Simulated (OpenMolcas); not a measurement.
## Re5+: moving or changing the point charges

Re5+ among 6 point charges of -1.7 e arranged as an octahedron (Oh), 1.92 Å from the ion.
```
   1.9200    0.0000    0.0000  -1.70
   0.0000    1.9200    0.0000  -1.70
  -1.9200    0.0000    0.0000  -1.70
   0.0000   -1.9200    0.0000  -1.70
   0.0000    0.0000    1.9200  -1.70
   0.0000    0.0000   -1.9200  -1.70
```

```
Program             : OpenMolcas
Method              : SS-CASPT2, IPEA 0.25 Eh, imaginary shift 0.1 Eh (closed shells correlated: 5s 5p)
Basis               : ANO-RCC-VDZP [7s6p4d2f1g]
Scalar Hamiltonian  : DKH2, point nucleus
Active space        : 2 electrons in 5 orbitals (5d)
State averaging     : 2S+1 = 3 even, 10 roots; 2S+1 = 1 even, 15 roots
Spin-orbit coupling : state interaction with AMFI integrals over the reference wave functions
```

Runs around this geometry, states (labels of O, the rotations of Oh). Energies in cm-1 above the lowest state or level, χT in cm3 K/mol; under a threefold ground state the first gap can be a small split of the lowest multiplet, not the spin-orbit step; 10Dq and B are least-squares fits to the states below 45000 cm-1, weighted by degeneracy, with a free offset, and given where the rms deviation is under 5 % of |10Dq| (or 100 cm-1) and under 700 cm-1.

```csv
R (Å),q (e),Ground state,First state of that spin,10Dq,B (rms of fit),First gap with spin-orbit (degeneracies),χT at 300 K,First state of another spin
1.92,-1.1,3T1,3T2 6570,7944,776 (220),"1140 (2, 3)",0.081,1T2 10970
1.74,-1.7,3T1,3T2 17200,19087,755 (268),"920 (2, 3)",0.039,1T2 10760
1.92,-1.7,3T1,3T2 10440,12169,770 (243),"1140 (2, 3)",0.055,1T2 11020
2.11,-1.7,3T1,3T2 6520,7886,773 (261),"1130 (2, 3)",0.082,1T2 10890
```

Taking |10Dq| as R^-n, n = -ln(7886 / 19087) / ln(2.11 / 1.74) = 4.6 between the shortest and longest distance. The point-charge formula for a cubic d site gives n = 5.

Scaling the charges by -1.1 / -1.7 = 0.65 scales |10Dq| by 7944 / 12169 = 0.65; with fixed orbitals a first-order splitting would follow the charge.

Roots that are degenerate in the reference are averaged as groups; the widest CASPT2 spread within a group is 230 cm-1 (the 3-fold group of multiplicity 1 near 22900 cm-1 above the lowest state of its run, R = 1.92, q = -1.1). Shifts and gaps below about the spread of the groups concerned are not significant. An orbital triplet at a regular site is open to Jahn-Teller coupling, which can distort the site and quench the lowest spin-orbit gaps and is left out. Free-ion shares, where given, are those of the reference states; single-state CASPT2 does not remix them. This field is weak: 10Dq is about 7944 cm-1, while octahedral complexes of 5d ions of charge 3 and more, computed by the same method with explicit ligands, had a median near 35000 cm-1. Ground spin and moment need not be those of a real site (figures for R = 1.92, q = -1.1; the like holds for R = 1.74, q = -1.7, R = 1.92, q = -1.7, R = 2.11, q = -1.7). Point charges carry no covalency, so the field is a model and not that of real ligands. No measured value stands beside these numbers.
